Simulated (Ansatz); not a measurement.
Mulliken charges of `F[SiH2][GaH2]` from PBE/def2-TZVPP in Ansatz (PBE0-D4/def2-TZVP geometry).

| atom | x (Å) | y (Å) | z (Å) | charge (e) |
| --- | --- | --- | --- | --- |
| F1 | -2.135 | -0.175 | 0.503 | -0.285 |
| Si2 | -0.882 | -0.108 | -0.506 | 0.367 |
| Ga3 | 1.212 | 0.147 | 0.676 | 0.121 |
| H4 | -0.904 | -1.358 | -1.316 | -0.067 |
| H5 | -1.128 | 1.031 | -1.436 | -0.067 |
| H6 | 1.295 | 0.234 | 2.240 | -0.029 |
| H7 | 2.542 | 0.229 | -0.161 | -0.039 |

Q: By hand: the dipole of these point charges (1 e Å = 4.8032 D).

A: Σ q r = (0.431, 0.034, -0.122) e Å, of length 0.449 e Å = 2.16 D.

Q: How does the dipole of the full density compare? (An estimate is asked.)

A: Ansatz gave: (0.209, 0.014, -0.105) e Å, 1.13 D; the point charges give 1.91 times that, at 11° from its direction.

Point charges leave out the atoms' own dipoles, such as those of lone pairs, and Mulliken's split depends on the basis, so the two needn't agree.
